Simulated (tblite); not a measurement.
C₃H₆BClO₂.
Atom-mapped SMILES: `[Cl:1][B:2]1[O:3][CH2:4][CH2:5][CH2:6][O:7]1` (hydrogens: H8, H9 on C4; H10, H11 on C5; H12, H13 on C6)

Computed with GFN2-xTB (tblite), gas phase: L-BFGS steps from a force-field or distance-geometry start until the largest atomic force falls under 0.01 eV/Å.

Step 1: E = -638.7315 eV
```
atom  x, y, z in Å  |  force x, y, z in eV/Å
Cl1     3.1081   -0.0469   -0.0983   -1.111   0.159   1.106
B2      1.4978    0.0764    0.7824   -0.773  -0.093  -0.410
O3      0.7656   -1.1193    1.0355    0.775   1.189  -1.053
C4     -0.2344   -1.2626    0.0023   -0.135   0.164   0.004
C5     -1.1042    0.0023   -0.1113    0.026   0.001  -0.063
C6     -0.2128    1.2464   -0.2759   -0.165  -0.216   0.005
O7      0.7879    1.3080    0.7613    0.804  -1.336  -0.713
H8     -0.8691   -2.1177    0.2415    0.168  -0.065   0.274
H9      0.2789   -1.4839   -0.9570   -0.142   0.196   0.321
H10    -1.7740   -0.0881   -0.9787    0.183   0.022   0.232
H11    -1.7191    0.1093    0.7978    0.302  -0.043  -0.269
H12     0.3015    1.2292   -1.2593   -0.150  -0.042   0.337
H13    -0.8303    2.1474   -0.2295    0.218   0.065   0.229
```

Step 2: E = -638.9125 eV
```
atom  x, y, z in Å  |  force x, y, z in eV/Å
Cl1     3.0638   -0.0407   -0.0551   -0.239   0.099   0.743
B2      1.4653    0.0726    0.7667    0.916   0.014  -0.432
O3      0.7989   -1.0689    0.9948   -0.605  -1.203  -0.501
C4     -0.2429   -1.2599    0.0028    0.164   0.347   0.048
C5     -1.1035    0.0029   -0.1155    0.080  -0.071   0.136
C6     -0.2234    1.2408   -0.2769    0.296  -0.264   0.197
O7      0.8228    1.2523    0.7355   -0.582   1.002  -0.808
H8     -0.8615   -2.1185    0.2510    0.133  -0.106   0.388
H9      0.2737   -1.4760   -0.9444   -0.115   0.065   0.020
H10    -1.7657   -0.0871   -0.9681   -0.144  -0.022  -0.184
H11    -1.7071    0.1076    0.7871    0.051   0.002   0.046
H12     0.2959    1.2273   -1.2459   -0.111  -0.017   0.013
H13    -0.8208    2.1481   -0.2212    0.154   0.153   0.334
```

Task: Estimate the geometry and energy of step 3. (The exact step hangs on the optimiser's Hessian estimate; all steps are aligned on step 2, rigid shifts and turns removed.)

Result: E = -638.9652 eV, largest force 0.769 eV/Å
```
atom  x, y, z in Å  |  force x, y, z in eV/Å
Cl1     3.0612   -0.0396   -0.0470   -0.210   0.098   0.733
B2      1.4757    0.0728    0.7620    0.339  -0.033  -0.347
O3      0.7924   -1.0823    0.9896   -0.111  -0.504  -0.413
C4     -0.2419   -1.2572    0.0035    0.013   0.131  -0.036
C5     -1.1027    0.0022   -0.1145   -0.020  -0.036   0.054
C6     -0.2211    1.2388   -0.2750    0.098  -0.112   0.045
O7      0.8168    1.2635    0.7271   -0.117   0.392  -0.556
H8     -0.8596   -2.1191    0.2551    0.136  -0.048   0.325
H9      0.2725   -1.4752   -0.9443   -0.132   0.063  -0.025
H10    -1.7670   -0.0873   -0.9699   -0.073  -0.012  -0.093
H11    -1.7066    0.1076    0.7877    0.048   0.000   0.048
H12     0.2948    1.2271   -1.2459   -0.126  -0.026  -0.026
H13    -0.8187    2.1492   -0.2176    0.155   0.086   0.291
```

The energy changes by -0.0527 eV. The first-order estimate −F·Δx gives -0.0700 eV and the mean of the old and new forces, exact on a quadratic surface, -0.0529 eV. The step makes an angle of 5° with the force vector and moves no atom by more than 0.016 Å.

The cost below is that of the whole relaxation. Hardware: one thread, Intel Xeon at 2.50 GHz (x86_64), no GPU (shared host). Cost: 0.77 s.
